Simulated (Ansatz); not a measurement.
Total energies of Ga(NH3)H3 (GaNH₆) from Ansatz at PBE0-D4/def2-TZVP, gas phase (1 Eh = 27.2114 eV = 2625.5 kJ/mol). The reference geometry is relaxed at PBE0-D4/def2-TZVP.

```json
{"state": "charge 0 singlet", "geometry": "reference", "energy (Eh)": "-1982.91470"}
{"state": "charge 1 doublet", "geometry": "reference", "energy (Eh)": "-1982.55233"}
{"state": "charge 1 doublet", "geometry": "relaxed at PBE0-D4/def2-TZVP", "energy (Eh)": "-1982.58375"}
{"state": "free Ga atom (doublet)", "geometry": "–", "energy (Eh)": "-1924.55212"}
{"state": "free N atom (quartet)", "geometry": "–", "energy (Eh)": "-54.54382"}
{"state": "free H atom (doublet)", "geometry": "–", "energy (Eh)": "-0.50104"}
```

(1) Work out the vertical ionisation energy to the doublet.

(2) How much does the charge 1 doublet relax, and what is the adiabatic ionisation energy?

(3) What is the binding energy per atom against free atoms?

(1) E(charge 1 doublet) − E(charge 0 singlet) = -1982.55233 − (-1982.91470) = 0.36237 Eh = 9.86 eV. For comparison, −ε of the highest occupied level is 7.48 eV at this level, 2.38 eV less.

(2) Relaxation: -1982.55233 − (-1982.58375) = 0.03142 Eh = 0.85 eV. Adiabatic ionisation energy: 0.33095 Eh = 9.01 eV, without zero-point energy. Bonds change on the way (1 lost, 0 formed), so the relaxed form is another species. 

(3) Atoms: 1 × (-1924.55212) + 1 × (-54.54382) + 6 × (-0.50104) = -1982.10218 Eh. Binding: -1982.10218 − (-1982.91470) = 0.81252 Eh = 22.11 eV, or 2.76 eV for each of 8 atoms (no zero-point energy, no counterpoise term).
